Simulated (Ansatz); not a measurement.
Ansatz (a first-principles code) input file for (3S)-3-fluorobut-1-ene (C₄H₇F), SMILES C=C[C@H](C)F, CAM-B3LYP/def2-SVPD. The structure is a stationary point at PBE-D3(BJ)/def2-SVP. Other conformers were not sampled.

Ansatz 0.2 input:
```yaml
crystal:
  periodic: [false, false, false]
  atoms:
    - {symbol: C, position_ang: [1.89137377, 0.50546515, -0.01894473]}
    - {symbol: C, position_ang: [0.88423305, -0.10460556, -0.66246441]}
    - {symbol: C, position_ang: [-0.42371458, -0.48172426, -0.02059538]}
    - {symbol: C, position_ang: [-1.62133087, 0.20549610, -0.66941746]}
    - {symbol: F, position_ang: [-0.40678997, -0.16244472, 1.33773388]}
    - {symbol: H, position_ang: [1.80106004, 0.75314177, 1.04978570]}
    - {symbol: H, position_ang: [2.82691819, 0.76819674, -0.53520603]}
    - {symbol: H, position_ang: [0.97029035, -0.36044801, -1.73367876]}
    - {symbol: H, position_ang: [-0.55271062, -1.58964427, -0.09273873]}
    - {symbol: H, position_ang: [-2.56003475, -0.10333420, -0.16937782]}
    - {symbol: H, position_ang: [-1.69232614, -0.05904251, -1.74333562]}
    - {symbol: H, position_ang: [-1.51545574, 1.30534451, -0.58652186]}
basis:
  gaussian:
    orbitals: def2-SVPD
hamiltonian:
  xc: {name: CAM-B3LYP}
```

It prints:

```
WARN ansatz: RAYON_NUM_THREADS=1 ignored (pool sized by the plan → 1); use --threads N
Functional definition: CAM-B3LYP
integrals: 0.09 GiB planned
1309 factors; their error is unknown
integrals: 0.12 GiB planned
535 factors; integrals over basis functions are off by at most 1.6e-5 eV
mean field: 0.94 GiB planned
mean field evaluation 1: about -6966.2755 eV, gradient 4.3e1 eV
mean field evaluation 2: about -6967.6054 eV, gradient 3.8e1 eV
mean field evaluation 4: about -6970.6116 eV, gradient 2.1e0 eV
mean field evaluation 8: about -6970.6164 eV, gradient 1.1e-1 eV
mean field evaluation 16: about -6970.5767 eV, gradient 7.1e-5 eV
mean field -6970.57669045 eV, -256.1639685475 hartree, gradient 7.1e-5 eV, S^2 0.000000; 0 other end points of the search recorded, 0 dependent functions left out
reference -6970.57682257 eV, -256.1639734028 hartree; 20, 20 occupied and 139, 139 virtual orbitals, 1309 factors
Total energy: -6970.57682257 eV, -256.1639734028 hartree
```

Self-consistency was reached.
